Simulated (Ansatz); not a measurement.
CH3AlO, SMILES `O[C][AlH2]` (triplet; the order of the spin states depends on the level) (charge 0, multiplicity 3). This triplet lies 0.09 eV above the relaxed singlet at the level frozen-core CCSD(T)/cc-pVTZ // PBE0-D3(BJ)/def2-TZVP (Ansatz, a first-principles code); other levels give the other order.

Computed with r2SCAN0/cc-pVTZ // PBE0-D3(BJ)/def2-TZVP (Ansatz).

Ansatz 0.2 input:
```yaml
crystal:
  periodic: [false, false, false]
  atoms:
    - { symbol: O, position_ang: [1.859771, 0.297339, -0.058526] }
    - { symbol: C, position_ang: [0.66785, -0.236413, 0.049736] }
    - { symbol: Al, position_ang: [-1.201092, 0.046013, -0.011099] }
    - { symbol: H, position_ang: [2.557583, -0.358252, 0.077252] }
    - { symbol: H, position_ang: [-1.795342, 1.485782, -0.309301] }
    - { symbol: H, position_ang: [-2.088768, -1.234467, 0.251938] }
basis:
  gaussian: { orbitals: cc-pVTZ }
hamiltonian:
  xc: r2scan0
magnetization:
  spin_polarized: true
  initial_magnetization: 2
```

Output:

```
Functional definition: r2SCAN0
805 factors; their error is unknown
mean field evaluation 1: about -9722.4170 eV, gradient 2.4e1 eV
mean field evaluation 2: about -9721.6848 eV, gradient 2.9e1 eV
mean field evaluation 4: about -9724.7450 eV, gradient 1.8e0 eV
mean field evaluation 8: about -9724.7629 eV, gradient 5.0e-2 eV
mean field evaluation 16: about -9724.7792 eV, gradient 9.9e-5 eV
mean field -9724.77923358 eV, -357.3790451418 hartree, gradient 4.4e-5 eV, S^2 2.012071; 0 other end points of the search recorded, 0 dependent functions left out
reference -9724.77924654 eV, -357.3790456183 hartree; 16, 14 occupied and 120, 122 virtual orbitals, 805 factors
Total energy: -9724.77924654 eV, -357.3790456183 hartree
```
